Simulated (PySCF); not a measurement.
# A thermochemical cycle for NaCa

CCSD(T) in PySCF with x2c-SVPall on every atom, spin-free X2C, for the lowest determinant that a PBE0 search found; no spin–orbit coupling. NaCa, a doublet (σ ↑), has De = 0.18 eV to neutral atoms, and NaCa⁺, a singlet (closed shell), has De = 0.85 eV to Na⁺ + Ca.

The adiabatic ionisation energy of NaCa, between the minima, is 4.22 eV.

**Question.** Which ionisation energy of the Na atom does this level give?

**Answer.** IE(Na) = IE(molecule) + De(ion) − De(neutral) = 4.22 + 0.85 − 0.18 = 4.89 eV; the measured value is 5.139 eV (NIST ASD).

Correlated steps freeze 6 core orbitals. Weak bonds: NaCa. Basis-set superposition, not corrected here, can be much of De in a small basis, most of all at correlated wavefunction levels. For an ion De counts to the pair picked by the measured ionisation energies or electron affinities, which need not be the lowest pair at this level. States were picked by a PBE0 search and need not be the measured ground states.
